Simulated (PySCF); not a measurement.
Cl4HSTa, SMILES [Cl][Ta]([Cl])([SH])([Cl])[Cl], multiplicity 1. Atoms are numbered in the order given.

```xyz
7

Ta    -0.0590     0.0053     0.0000
Cl    -1.2015     0.0646     1.9802
Cl     0.0584    -2.3092     0.0000
Cl     0.2682     2.3089     0.0000
Cl    -1.2015     0.0646    -1.9802
S      2.3094    -0.2283     0.0000
H      2.6578     1.0778     0.0000
```

Geometry optimised at PBE0-D3(BJ)/def2-SVP. The multiplicity is an assumed one; no other spin state was optimised. The structure was generated by enumeration; whether it is a known compound was not checked. The def2 effective core potentials stand for the cores of Ta; spin–orbit coupling is left out. Other conformers were not sampled.

Method: PySCF with PBE/def2-TZVP.

The molecule is in vacuum.

| Quantity | Value |
|---|---|
| total energy | -2296.10004 hartree |
| point group | Cs |
| highest occupied level | -7.19 eV |
| lowest empty level | -4.42 eV |
| orbital gap | 2.76 eV |
| dipole moment | 0.61 D |
| quadrupole, principal values (traceless, Buckingham form, about the centre of nuclear charge) | -4.36, -0.76, 5.13 D·Å |
| mean static polarisability | 120.1 bohr³ (17.80 Å³) |
| polarisability, principal values | 108.1, 122.0, 130.2 bohr³ |
